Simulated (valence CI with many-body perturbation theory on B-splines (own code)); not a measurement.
**Hyperfine factors and g values of Pt65+**

Calculated by relativistic CI+MBPT: three valence electrons over a frozen Dirac-Fock core [Ne], radial functions for each j: 11 s, 11 p, 10 d, 8 f, 5 g, 2 h, with the one-electron correlation potential Σ1 (screened to all orders), the two-electron term Σ2, the three-electron term Σ3, Breit, model QED; selected single and double excitations, second order for the rest, scaled by the run's own slope (own B-spline code, finite nucleus).

The last digits are not significant, and no measured levels were compared; by estimate large intervals hold to a few tenths of a per cent, small ones and those within an open d or f shell to about a per cent.

A/g_I is the dipole constant over the nuclear g factor μ/I (μ in nuclear magnetons, uniformly magnetised nucleus), B/Q the quadrupole constant per barn. Both hold the static response of the core; the bare values leave it out. Large factors of s and p1/2 electrons are usually good to 5 to 10 %; those of open d and f shells near neutrality can be off by tens of per cent, and small factors of p3/2, d and f electrons come from cancelling terms and can be off by a factor of two or in sign, in half-filled shells by more. B is blank for J = 1/2, where it vanishes, and for nearly pure S terms. Energies count from the lowest level.

Levels are named by their leading jj configuration (3d3/2^4 stands for four electrons in 3d with j = 3/2), which in mixed levels can hold well under half, so a name can repeat and another be missing. Letters in brackets count levels of one name in rising energy.

```tsv
Level	E (eV)	g	A/g_I (MHz)	A/g_I bare	B/Q (MHz/b)	B/Q bare
(3s^2 3p1/2) J=1/2	0.0	0.644	2510000	2460000		
(3s 3p1/2^2) J=1/2	182.7	2.084	7450000	7310000		
(3s^2 3p3/2) J=3/2	467.9	1.319	266000	265000	534000	527000
(3s 3p1/2 3p3/2) J=3/2 [a]	617.7	1.620	1650000	1620000	434000	428000
(3s 3p1/2 3p3/2) J=5/2	637.3	1.330	2130000	2090000	448000	443000
(3s 3p1/2 3p3/2) J=3/2 [b]	659.2	0.969	213000	214000	246000	244000
(3s 3p1/2 3p3/2) J=1/2	670.3	1.271	-2830000	-2760000		
(3s^2 3d3/2) J=3/2	718.7	0.828	51700	56800	127000	129000
(3s^2 3d5/2) J=5/2	813.5	1.191	89600	92400	106000	109000
(3s 3p1/2 3d3/2) J=3/2 [a]	836.7	0.960	-61400	-54300	297000	295000
(3s 3p1/2 3d3/2) J=3/2 [b]	850.5	0.822	-120000	-112000	258000	257000
(3s 3p1/2 3d3/2) J=5/2	862.5	1.015	2060000	2020000	49400	52400
(3s 3p1/2 3d3/2) J=1/2	891.1	0.403	-3080000	-3010000		
(3s 3p1/2 3d3/2) J=3/2 [c]	899.3	1.274	1840000	1810000	103000	103000
(3s 3p1/2 3d5/2) J=5/2 [a]	967.3	1.348	704000	696000	103000	106000
(3s 3p1/2 3d5/2) J=7/2	983.0	1.233	1460000	1440000	39300	42700
(3s 3p1/2 3d5/2) J=5/2 [b]	993.8	1.033	-9490	-3930	114000	115000
(3s 3p1/2 3d5/2) J=3/2	998.6	1.109	-1760000	-1710000	59000	60600
(3p1/2^2 3d3/2) J=3/2	1065.9	0.775	146000	146000	91400	94000
(3s 3p3/2^2) J=5/2	1098.0	1.432	1710000	1680000	95300	94100
(3s 3p3/2^2) J=1/2	1138.2	1.930	7520000	7370000		
(3s 3p3/2^2) J=3/2	1145.7	1.188	-1180000	-1150000	-70900	-70000
(3p1/2^2 3d5/2) J=5/2	1187.1	1.189	48500	55000	83800	86600
(3p1/2 3p3/2^2) J=5/2	1297.8	1.176	1000000	990000	38000	37800
(3p1/2 3p3/2^2) J=3/2	1303.6	1.423	-5530	4610	8260	8080
(3p1/2 3p3/2^2) J=1/2	1321.9	0.812	3430000	3360000		
(3s 3p3/2 3d3/2) J=3/2 [a]	1330.7	1.275	749000	740000	3340	1280
(3s 3p3/2 3d3/2) J=1/2 [a]	1332.7	2.042	2450000	2410000		
(3s 3p3/2 3d3/2) J=5/2 [a]	1336.2	1.204	691000	684000	233000	230000
(3s 3p3/2 3d3/2) J=7/2	1338.3	1.218	1230000	1210000	583000	579000
(3s 3p3/2 3d3/2) J=3/2 [b]	1368.9	0.985	370000	368000	-277000	-273000
(3s 3p3/2 3d3/2) J=5/2 [b]	1381.8	0.965	-234000	-223000	309000	309000
(3s 3p3/2 3d3/2) J=1/2 [b]	1388.2	0.610	1620000	1590000		
(3s 3p3/2 3d5/2) J=9/2	1413.5	1.319	952000	939000	651000	647000
(3s 3p3/2 3d5/2) J=5/2 [a]	1437.5	1.340	1440000	1420000	-287000	-283000
(3s 3p3/2 3d5/2) J=7/2 [a]	1446.4	1.247	594000	587000	333000	331000
(3s 3p3/2 3d5/2) J=3/2 [a]	1450.4	1.141	-683000	-662000	-296000	-293000
(3s 3p3/2 3d5/2) J=7/2 [b]	1467.5	1.194	-86500	-78700	317000	317000
(3s 3p3/2 3d5/2) J=1/2	1476.9	0.720	-2340000	-2280000		
(3s 3p3/2 3d5/2) J=3/2 [b]	1488.8	1.298	1750000	1720000	165000	165000
```

(1) Take the isotope of mass number 195, with I = 1/2, μ = 0.6073 μN. What is the hyperfine structure of (3s 3p1/2 3p3/2) J=1/2?

Results:

(1) From the table A = -3440000 MHz. Shifts from the centre of gravity in MHz: F = 0: 2580000, F = 1: -860000.
